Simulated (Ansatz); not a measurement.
Geometry optimisation, RKS PBE/def2-SVP (Ansatz 0.2.0).

Input file:

```yaml
crystal:
  periodic: [false, false, false]
  atoms:
    - { symbol: Ga, position_ang: [0.0, 0.0, 0.0] }
    - { symbol: "N", position_ang: [0.0, 0.0, 1.93] }
    - { symbol: H, position_ang: [-0.877, -0.2713, 2.46] }
    - { symbol: H, position_ang: [0.877, 0.2713, 2.46] }
    - { symbol: H, position_ang: [1.3596, 0.0, -0.785] }
    - { symbol: C, position_ang: [-1.7147, 0.0, -0.99] }
    - { symbol: H, position_ang: [-2.2748, -0.9305, -0.7608] }
    - { symbol: H, position_ang: [-2.3188, 0.8797, -0.6846] }
    - { symbol: H, position_ang: [-1.513, 0.0508, -2.0803] }
basis:
  gaussian: { orbitals: def2-SVP }
hamiltonian:
  xc: pbe
relax:
  f_tol: 0.02
  max_steps: 40
output:
  orbitals: {}
```

Launched with:

```bash
$ ansatz run input.yaml --threads 1 --pin off --max-ram 2048MiB --backend cpu --events-out ev --progress --plain --runs-dir out
```

Question: Where does it end, and by what steps?

Answer: The forces met the threshold. The force dipped under the threshold on the way, but the program's further checks kept it going. After 7 steps the energy has fallen by 0.273 eV; H4 moved furthest, 0.26 Å.

```tsv
step	energy less start (eV)	largest force component (eV/Å)	accepted
0	0.0000	1.528	yes
1	-0.2083	1.115	yes
2	-0.2426	0.979	yes
3	-0.2536	0.660	yes
4	-0.2444	0.315	no
5	-0.2718	0.079	yes
6	-0.2729	0.015	yes
7	-0.2730	0.015	yes
```

```xyz
9
Properties=species:S:1:pos:R:3
Ga 0.022 0.031 -0.014
N -0.011 0.004 1.817
H -0.860 -0.032 2.383
H 0.825 0.022 2.403
H 1.467 0.093 -0.646
C -1.713 -0.020 -0.963
H -2.254 -0.960 -0.729
H -2.357 0.824 -0.641
H -1.581 0.040 -2.061
```

Time of the run: 21 s on 1 thread of Arm Neoverse V2, with other jobs on the host, peak memory 0.12 GiB.
